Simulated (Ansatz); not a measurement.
Input for Ansatz (a program for electronic structure): U-B3LYP/cc-pV(T+d)Z on Cl2H2Si (SMILES Cl[SiH2]Cl), a point of a bond scan (R = 4.104 Å). Files ending in .json are basis or fitting sets from the Basis Set Exchange.

Ansatz 0.2 input:
```yaml
crystal:
  periodic: [false, false, false]
  atoms:
    - {symbol: Cl, position_ang: [-3.34067001, 1.63344357, -0.03105306]}
    - {symbol: Si, position_ang: [-0.01146751, -0.76596349, 0.02370896]}
    - {symbol: Cl, position_ang: [1.68829371, 0.38281595, -0.02160291]}
    - {symbol: H, position_ang: [-0.01654524, -1.54120689, 1.27268693]}
    - {symbol: H, position_ang: [-0.03073375, -1.61675610, -1.17493812]}
basis:
  gaussian:
    orbitals: cc-pV_T+d_Z.json
hamiltonian:
  xc: {name: B3LYP}
magnetization: {spin_polarized: true, initial_magnetization: 0}
```

Output:

```
WARN ansatz: RAYON_NUM_THREADS=1 ignored (pool sized by the plan → 1); use --threads N
Functional definition: B3LYP
integrals: 0.07 GiB planned
1087 factors; their error is unknown
mean field: 0.79 GiB planned
mean field evaluation 1: about -32952.7178 eV, gradient 2.0e1 eV
mean field evaluation 2: about -32736.4067 eV, gradient 9.3e1 eV
mean field evaluation 4: about -32948.6698 eV, gradient 2.7e1 eV
mean field evaluation 8: about -32956.0826 eV, gradient 8.2e0 eV
mean field evaluation 16: about -32956.8323 eV, gradient 1.0e0 eV
mean field evaluation 32: about -32956.7127 eV, gradient 3.7e-1 eV
mean field evaluation 64: about -32956.1792 eV, gradient 4.6e0 eV
mean field -32957.03298742 eV, -1211.1486232083 hartree, gradient 4.2e-6 eV, S^2 0.634469; 9 other end points of the search recorded, 0 dependent functions left out
reference -32957.03326952 eV, -1211.1486335753 hartree; 25, 25 occupied and 120, 120 virtual orbitals, 1087 factors
Total energy: -32957.03326952 eV, -1211.1486335753 hartree
```

The run converged. Its determinant has ⟨S²⟩ = 0.63, a mixture of spin states.

Cost: about 27 core-seconds (a rough figure).
